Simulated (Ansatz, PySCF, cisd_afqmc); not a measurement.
System: HSe, charge 0, doublet. HSe (SMILES [SeH], doublet).
B3LYP-D3(BJ)/def2-TZVP minimum from Ansatz (a quantum-chemistry and plane-wave program):
```
Se
H 1 1.4749
```
Charge 0, spin multiplicity 2.

Atomisation energy term by term, kcal/mol (programs: Ansatz, cisd_afqmc). UHF or UKS for unpaired electrons; spin-orbit terms are left out. Correlated methods leave the cores frozen (noble-gas shells, and filled d and f shells in the p block). No relativity. The Monte Carlo rows (phaseless AFQMC, CISD trial, step 0.005/hartree) carry one-sigma bars that omit the constraint's bias. Outlying blocks are dropped, and bars are widened where a walk drifts. Over all cases where full CI ran beside it in this data, AFQMC minus full CI had a median of +0.1 mEh and passed +0.4 mEh in a tenth of the cases. CBS(X,Y): correlation extrapolated as X^-3, Hartree-Fock from the larger set (Q,5: extrapolated as (X+1)exp(-9√X)). A bracket is a step between two methods taken in the basis named. For partners of very few electrons the exact lower level stands in for a higher one.

```csv
term,basis,kcal/mol
Hartree-Fock,"CBS(cc-pVQZ,cc-pV5Z)",52.17
CCSD correlation,"CBS(cc-pVQZ,cc-pV5Z)",24.66
(T),"CBS(cc-pVQZ,cc-pV5Z)",1.06
CCSDT(Q) - CCSD(T),cc-pV5Z,0.10
CCSDTQ - CCSDT(Q),cc-pVTZ,0.00
minus zero-point energy,Hessian by PySCF at B3LYP-D3(BJ)/def2-TZVP,-3.43
sum: D0,,74.6
```

The step beyond CCSD(T) by other levels: CCSDTQ in cc-pVDZ 0.12; AFQMC/CISD in cc-pVDZ 0.07 ± 0.09; CCSDT(Q) in cc-pVDZ 0.12; CCSDTQ in cc-pVTZ 0.10; CCSDT(Q) in cc-pVTZ 0.10; CCSDT(Q) in cc-pVQZ 0.10 kcal/mol.
